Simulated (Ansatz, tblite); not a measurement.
Removing an electron: [Al(CCH)4]- (C8H4Al⁻). The state is a singlet with charge -1. Geometry: PBE-D4/def2-SVPD. Ansatz, gas phase; energy differences of separate SCF runs; the oxidised species was run as a doublet alone.

| atom | x (Å) | y (Å) | z (Å) |
| --- | --- | --- | --- |
| Al1 | -0.002 | 0.005 | 0.000 |
| C2 | -0.310 | -1.936 | -0.240 |
| C3 | -0.495 | -3.149 | -0.388 |
| H4 | -0.656 | -4.210 | -0.516 |
| C5 | -1.270 | 0.714 | 1.345 |
| C6 | -2.062 | 1.153 | 2.187 |
| H7 | -2.755 | 1.536 | 2.922 |
| C8 | -0.281 | 0.937 | -1.725 |
| C9 | -0.459 | 1.515 | -2.803 |
| H10 | -0.614 | 2.020 | -3.746 |
| C11 | 1.855 | 0.303 | 0.619 |
| C12 | 3.017 | 0.479 | 1.004 |
| H13 | 4.032 | 0.633 | 1.341 |

The xTB rows come from tblite. HOMO above LUMO, or a gap near zero within one spin, warns that the state may not be the lowest or that an electron is smeared out.

```tsv
level	−HOMO (eV)	vertical IE (eV)	−LUMO (eV)	HOMO–LUMO gap (eV)	remarks
GFN1-xTB	7.57	9.84	1.63	5.94	–
PBE-D4/def2-TZVPD	2.53	4.69	-2.83	5.36	gap within one spin near zero (doublet)
B97M-V/def2-TZVPD	2.70	4.74	-2.83	5.53	–
```

Question: Estimate the rows for GFN2-xTB, PBE0-D4/def2-TZVPD.

Answer: 
```json
{"level": "GFN2-xTB", "−HOMO (eV)": "6.17", "vertical IE (eV)": "8.64", "−LUMO (eV)": "1.05", "HOMO–LUMO gap (eV)": "5.12"}
{"level": "PBE0-D4/def2-TZVPD", "−HOMO (eV)": "3.69", "vertical IE (eV)": "5.20", "−LUMO (eV)": "-3.23", "HOMO–LUMO gap (eV)": "6.92"}
```

  Raw xTB energy differences between charge states are shifted by several eV; the methods need an empirical correction for them.
